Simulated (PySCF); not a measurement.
CF$_{4}$, charge +1, doublet, geometry from GFN2-xTB (a state made from the parent by changing its charge; the spin is typed, not shown lowest); PySCF with DF-BLYP/cc-pVDZ.

The PySCF input:
```python
from pyscf import gto, scf, dft

mol = gto.Mole()
mol.atom = '''
    F     0.01244044   -1.03918526   -0.82138004
    C    -0.00000000    0.00000000    0.00000000
    F    -0.17290567    1.13627641   -0.65856320
    F    -1.00801634   -0.07122209    0.85647908
    F     1.16848156   -0.02586906    0.62346417
'''
mol.basis = 'cc-pvdz'
mol.charge = 1
mol.spin = 1
mol.verbose = 4
mol.build()

mf = dft.UKS(mol)
mf.xc = 'blyp'
mf = mf.density_fit(auxbasis='def2-universal-jkfit')
mf.kernel()
```

What the program printed (banner, timings and long lists left out):

```
PySCF version 2.14.0

[INPUT] verbose = 4
[INPUT] num. atoms = 5
[INPUT] num. electrons = 41
[INPUT] charge = 1
[INPUT] spin (= nelec alpha-beta = 2S) = 1
[INPUT] symmetry False subgroup None
[INPUT] Mole.unit = angstrom
[INPUT] Symbol           X                Y                Z      unit          X                Y                Z       unit  Magmom
[INPUT]  1 F      0.012440440000  -1.039185260000  -0.821380040000 AA    0.023509024469  -1.963775534085  -1.552183319784 Bohr   0.0
[INPUT]  2 C      0.000000000000   0.000000000000   0.000000000000 AA    0.000000000000   0.000000000000   0.000000000000 Bohr   0.0
[INPUT]  3 F     -0.172905670000   1.136276410000  -0.658563200000 AA   -0.326744361684   2.147251216704  -1.244504083717 Bohr   0.0
[INPUT]  4 F     -1.008016340000  -0.071222090000   0.856479080000 AA   -1.904874811686  -0.134590244119   1.618510892619 Bohr   0.0
[INPUT]  5 F      1.168481560000  -0.025869060000   0.623464170000 AA    2.208110130005  -0.048885438500   1.178176529779 Bohr   0.0

nuclear repulsion = 205.233093777948
number of shells = 25
number of NR pGTOs = 130
number of NR cGTOs = 70
basis = cc-pvdz
ecp = {}

******** <class 'pyscf.df.df_jk.DFUKS'> ********
method = DFUKS
initial guess = minao
damping factor = 0
level_shift factor = 0
DIIS = <class 'pyscf.scf.diis.CDIIS'>
diis_start_cycle = 1
diis_space = 8
diis_damp = 0
SCF conv_tol = 1e-09
SCF conv_tol_grad = None
SCF max_cycles = 50
direct_scf = False
number electrons alpha = 21  beta = 20
XC library pyscf.dft.libxc version 7.1.2
    S. Lehtola, C. Steigemann, M. J. T. Oliveira, and M. A. L. Marques,  SoftwareX 7, 1–5 (2018)
XC functionals = blyp
    A. D. Becke,  Phys. Rev. A 38, 3098 (1988)
    C. Lee, W. Yang, and R. G. Parr,  Phys. Rev. B 37, 785 (1988)
    B. Miehlich, A. Savin, H. Stoll, and H. Preuss,  Chem. Phys. Lett. 157, 200 (1989)
radial grids:
    Treutler-Ahlrichs [JCP 102, 346 (1995); DOI:10.1063/1.469408] (M4) radial grids

becke partition: Becke, JCP 88, 2547 (1988); DOI:10.1063/1.454033
pruning grids: <function nwchem_prune>
grids dens level: 3
symmetrized grids: False
atomic radii adjust function: <function treutler_atomic_radii_adjust>
small_rho_cutoff = 0
Set gradient conv threshold to 3.16228e-05
tot grids = 71168
init E= -438.199003380256

cycle= 1 E= -436.76192693165  delta_E= 1.44  |g|= 0.687  |ddm|= 1.64
cycle= 2 E= -435.805043643353  delta_E= 0.957  |g|= 1.83  |ddm|= 1.61
cycle= 3 E= -436.812220843424  delta_E= -1.01  |g|= 0.572  |ddm|= 1.38
cycle= 4 E= -436.82288801032  delta_E= -0.0107  |g|= 0.529  |ddm|= 1.07

cycle= 5 E= -436.944851870652  delta_E= -0.122  |g|= 0.0657  |ddm|= 0.843
cycle= 6 E= -436.90679209133  delta_E= 0.0381  |g|= 0.278  |ddm|= 0.72
cycle= 7 E= -436.918201522553  delta_E= -0.0114  |g|= 0.236  |ddm|= 0.946
cycle= 8 E= -436.926705043427  delta_E= -0.0085  |g|=  0.2  |ddm|= 0.12
cycle= 9 E= -436.924724149508  delta_E= 0.00198  |g|= 0.21  |ddm|= 0.0741
cycle= 10 E= -436.904158673991  delta_E= 0.0206  |g|= 0.289  |ddm|= 0.22
cycle= 11 E= -436.902250614735  delta_E= 0.00191  |g|= 0.297  |ddm|= 0.0388
cycle= 12 E= -436.90040865255  delta_E= 0.00184  |g|= 0.303  |ddm|= 0.0218
cycle= 13 E= -436.906380650661  delta_E= -0.00597  |g|= 0.282  |ddm|= 0.0492
cycle= 14 E= -436.899674221624  delta_E= 0.00671  |g|= 0.307  |ddm|= 0.0336
cycle= 15 E= -436.875441840075  delta_E= 0.0242  |g|= 0.385  |ddm|= 1.02
cycle= 16 E= -436.934826304819  delta_E= -0.0594  |g|= 0.156  |ddm|= 0.444
cycle= 17 E= -436.937151514188  delta_E= -0.00233  |g|= 0.144  |ddm|= 0.188
cycle= 18 E= -436.909978581425  delta_E= 0.0272  |g|= 0.269  |ddm|= 0.398
cycle= 19 E= -436.910092355094  delta_E= -0.000114  |g|= 0.269  |ddm|= 0.00798
cycle= 20 E= -436.903811649994  delta_E= 0.00628  |g|= 0.291  |ddm|= 0.0592
cycle= 21 E= -436.90415557729  delta_E= -0.000344  |g|= 0.29  |ddm|= 0.00601
cycle= 22 E= -436.944783314296  delta_E= -0.0406  |g|= 0.0733  |ddm|= 0.574
cycle= 23 E= -436.929947548678  delta_E= 0.0148  |g|= 0.185  |ddm|= 0.416
cycle= 24 E= -436.944258359322  delta_E= -0.0143  |g|= 0.0761  |ddm|= 0.488
cycle= 25 E= -436.945071153439  delta_E= -0.000813  |g|= 0.0643  |ddm|= 0.0217
cycle= 26 E= -436.946194676825  delta_E= -0.00112  |g|= 0.0434  |ddm|= 0.0405
cycle= 27 E= -436.947083914126  delta_E= -0.000889  |g|= 0.00885  |ddm|= 0.0646
cycle= 28 E= -436.947096638853  delta_E= -1.27e-05  |g|= 0.00714  |ddm|= 0.00406
cycle= 29 E= -436.947116304283  delta_E= -1.97e-05  |g|= 0.00335  |ddm|= 0.00698
cycle= 30 E= -436.947121706484  delta_E= -5.4e-06  |g|= 0.00052  |ddm|= 0.00544
cycle= 31 E= -436.947121763086  delta_E= -5.66e-08  |g|= 0.000379  |ddm|= 0.00154
cycle= 32 E= -436.947121829234  delta_E= -6.61e-08  |g|= 9.55e-05  |ddm|= 0.000877
cycle= 33 E= -436.947121833224  delta_E= -3.99e-09  |g|= 3.32e-05  |ddm|= 0.000115
cycle= 34 E= -436.947121833724  delta_E= -5e-10  |g|= 8.43e-06  |ddm|= 6.94e-05
Extra cycle  E= -436.947121765471  delta_E= 6.83e-08  |g|= 0.000373  |ddm|= 0.0007
SCF not converged.
SCF energy = -436.947121765471 after 50 cycles  <S^2> = 0.75138337  2S+1 = 2.0013829
```

Convergence was not reached.
